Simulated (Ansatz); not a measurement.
Consider the ligand exchange at the Si–Br bond: `Cl[Si](Cl)(Cl)Br` + H₂Te → `Cl[Si](Cl)(Cl)[TeH]` + HBr.

Isolated molecules relaxed with PBE0-D4/def2-TZVP in Ansatz; ΔE leaves out vibrations. CBS: MP2 limit from def2 TZ/QZ plus the TZ coupled-cluster correction, frozen cores. Functionals use def2-TZVPP. B3LYP here is the variant with VWN-RPA as its local correlation; programs differ in this. HSE06 is defined as in plane-wave codes. Elements past krypton have def2 core potentials. For Br, Te outer-core shells are correlated without core-valence functions, which leaves a few kJ/mol of doubt a bond. Scalar relativity is left out up to krypton.

```csv
level,ΔE (kJ/mol),difference from CCSD(T)/CBS
LDA (SPW92),26.6,-0.9
PBE-D4,23.6,-3.9
revPBE-D4,24.8,-2.7
BLYP-D4,26.0,-1.5
r2SCAN-D4,30.8,3.3
PBE0-D4,26.4,-1.1
B3LYP-D4,28.1,0.6
r2SCANh-D4,31.0,3.5
r2SCAN0-D4,31.4,3.9
HSE06-D4,26.2,-1.3
BHLYP-D4,30.5,3.0
CAM-B3LYP-D4,32.3,4.8
ωB97M-V,33.3,5.8
B2PLYP,31.5,4.0
PBE-QIDH,30.0,2.5
PBE,26.0,-1.5
revPBE,26.2,-1.3
BLYP,29.9,2.4
r2SCAN,31.4,3.9
PBE0,28.8,1.3
B3LYP,32.1,4.6
r2SCAN0,32.3,4.8
HSE06,28.6,1.1
BHLYP,36.0,8.5
CAM-B3LYP,35.0,7.5
LC-ωPBE,32.7,5.2
RPA@PBE/def2-TZVPP,31.4,3.9
CCSD/def2-SVP,33.9,6.4
CCSD(T)/def2-SVP,32.8,5.3
HF/def2-TZVPP,41.5,14.0
MP2/def2-TZVPP,28.3,0.8
SCS-MP2/def2-TZVPP,31.0,3.5
CCSD/def2-TZVPP,33.4,5.9
CCSD(T)/def2-TZVPP,31.4,3.9
HF/def2-QZVPP,41.2,13.7
MP2/def2-QZVPP,25.9,-1.6
SCS-MP2/def2-QZVPP,28.7,1.2
HF/CBS(def2),41.2,13.7
MP2/CBS(def2),24.4,-3.1
CCSD/CBS(def2),29.5,2.0
CCSD(T)/CBS,27.5,0
```

Largest T1 diagnostic among the species: 0.010.

In def2-TZVPP, CCSD(T) changes the Hartree–Fock value by −10.1 kJ/mol (the triples alone add −2.0 kJ/mol) and MP2 by −13.2 kJ/mol. Leaving LDA and LC-ωPBE aside and taking each functional with its dispersion term where it has one, the values, not all of them listed here, spread over 13.0 kJ/mol, from PBE-D4 to B97M-V.
